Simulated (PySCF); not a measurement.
Electronic structure of Hg²⁺ (mercury, charge +2) at the UHF level

Configuration: [Xe] 4f14 5d10, closed-shell 1S. Computed with PySCF 2.14 in def2-TZVP with the def2 core potential (60 electrons) (6s5p3d1f, 43 functions), with a scalar-relativistic core potential.

```json
{
  "Total energy": "-151.611919 hartree",
  "One-electron energy": "-256.3947 hartree",
  "Hartree (Coulomb) energy": "117.4430 hartree",
  "Exchange energy": "-12.6602 hartree",
  "⟨S²⟩": "0.0000",
  "⟨L²⟩": "0.000",
  "Sum of ⟨r⟩": "22.72 bohr",
  "Sum of ⟨r²⟩": "33.35 bohr²",
  "Time after the integrals": "0.12 s of wall time on 1 thread of Intel(R) Xeon(R) Platinum 8375C CPU @ 2.90GHz (shared host)"
}
```

```tsv
shell	electrons	mean orbital energy (hartree)	rms radius, mean of both spins (bohr)
5s	2	-5.73569	0.980
5p	6	-3.73329	1.12
5d	10	-1.29580	1.55
```

Energies and moments cover only the electrons outside the core potential. Spin-orbit coupling, which splits the p, d and f shells strongly at this Z, is absent.
